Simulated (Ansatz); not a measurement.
Pulling on the C1–I2 bond in CH3I (SMILES CI) (multiplicity 1 held, fragments rigid). Energies count from the point at 2.156 Å.
Geometry at that point (charge 0, multiplicity 1):
```json
[
 {"atom": "C", "x (Å)": "-1.8269", "y (Å)": "-0.0363", "z (Å)": "-0.0411"},
 {"atom": "I", "x (Å)": "0.3286", "y (Å)": "0.0065", "z (Å)": "0.0074"},
 {"atom": "H", "x (Å)": "-2.1203", "y (Å)": "-0.8439", "z (Å)": "-0.7016"},
 {"atom": "H", "x (Å)": "-2.1705", "y (Å)": "-0.2081", "z (Å)": "0.9724"},
 {"atom": "H", "x (Å)": "-2.1618", "y (Å)": "0.9240", "z (Å)": "-0.4159"}
]
```

Signs of static correlation in def2-TZVPP, with CASSCF(6,4), from Ansatz (a quantum-chemistry and plane-wave program) runs.

```tsv
R (Å)	T1 of restricted CCSD	⟨S²⟩ of UHF	largest double amplitude of restricted CCSD	weight of the CASSCF reference in MRCISD	CASSCF natural occupations
1.725	0.008	0.000	0.033	0.899	2.00 2.00 1.98 0.02
1.941	0.008	0.000	0.035	0.898	2.00 2.00 1.97 0.03
2.156	0.010	0.000	0.062	0.896	2.00 2.00 1.96 0.04
2.372	0.013	0.000	0.104	0.896	2.00 2.00 1.93 0.07
2.588	0.018	0.307	0.149	0.895	2.00 2.00 1.88 0.12
2.911	0.030	0.725	(withheld)	0.895	2.00 2.00 1.78 0.22
3.235	0.047	0.897	0.311	0.896	2.00 2.00 1.63 0.37
3.774	0.080	0.991	0.491	0.896	2.00 2.00 1.35 0.65
4.313	(withheld)	1.012	0.681	0.897	2.00 2.00 1.17 0.83
4.960	0.130	1.017	0.843	0.897	2.00 2.00 1.07 0.93
5.822	0.137	1.018	0.937	0.897	2.00 2.00 1.02 0.98
6.901	0.134	1.018	0.964	0.897	2.00 2.00 1.00 1.00
```

Problem. Fill in the missing entries.

Solution. 
- 2.911, largest double amplitude of restricted CCSD: 0.223
- 4.313, T1 of restricted CCSD: 0.110

Doubts at one or more of the structures used: active orbitals that take no part (SC-NEVPT2 on CASSCF(6,4)/def2-TZVPP); a restricted determinant that unrestricted orbitals would lower (R-CCSD(T)/def2-TZVPP); other coupled-cluster roots lie near (R-CCSD(T)/def2-TZVPP); T1 above 0.05 (R-CCSD(T)/def2-TZVPP, U-CCSD(T)/def2-TZVPP); a spin-contaminated determinant (U-CCSD(T)/def2-TZVPP); the program's own flag: other amplitudes (U-CCSD(T)/def2-TZVPP).
